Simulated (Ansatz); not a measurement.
Total energies of `O=C[S][GaH2]`.

```xyz
7

O     1.180   -2.456    0.096
C     0.779   -1.336    0.042
S    -0.960   -0.924    0.142
Ga   -0.843    1.276   -0.033
H     1.443   -0.459   -0.074
H     0.597    1.858   -0.185
H    -2.195    2.041    0.012
```

The species carries charge 0 and has multiplicity 1. Correlated methods include outer-core shells of Ga, which these sets cover unevenly. Scalar relativity is left out up to krypton. Geometry: relaxed with PBE0-D4/def2-TZVP. It is one conformer, not always the lowest. Basis def2-TZVPP, Ansatz 0.2.0.

RPA on PBE orbitals: Hartree–Fock energy of these orbitals -2435.25323 Eh, correlation -1.25975 Eh (frozen core).

```csv
functional,kind,energy without D4 (Eh),D4 term (kJ/mol)
LDA (SPW92),LDA,-2432.95316,–
PBE,GGA,-2437.66336,-15.9
revPBE,GGA,-2438.00960,-44.6
BLYP,GGA,-2438.29732,-34.8
r2SCAN,meta-GGA,-2438.15617,-3.6
B97M-V,meta-GGA with VV10,-2437.76322,–
PBE0,"global hybrid, 25 % exact exchange",-2437.73085,-13.4
B3LYP,"global hybrid, 20 %",-2438.32160,-26.1
r2SCANh,"meta-GGA hybrid, 10 %",-2438.13439,-3.9
r2SCAN0,"meta-GGA hybrid, 25 %",-2438.10350,-4.4
HSE06 (plane-wave form),screened hybrid,-2437.71759,-12.6
BHLYP,"global hybrid, 50 %",-2438.15651,-22.0
CAM-B3LYP,range-separated hybrid,-2438.33181,-13.8
LC-ωPBE,long-range corrected hybrid,-2437.80828,–
ωB97X-V,range-separated hybrid GGA with VV10,-2437.97345,–
ωB97M-V,range-separated hybrid meta-GGA with VV10,-2438.08427,–
B2PLYP,double hybrid,-2437.67686,–
PBE-QIDH,double hybrid,-2437.28750,–
```

B3LYP takes the VWN-RPA correlation (the form of Gaussian; ORCA's B3LYP/G). HSE06 is the plane-wave form, built on full-range PBE exchange. The double hybrids freeze the cores in their second-order part.

LC-ωPBE has ω = 0.4 bohr⁻¹.
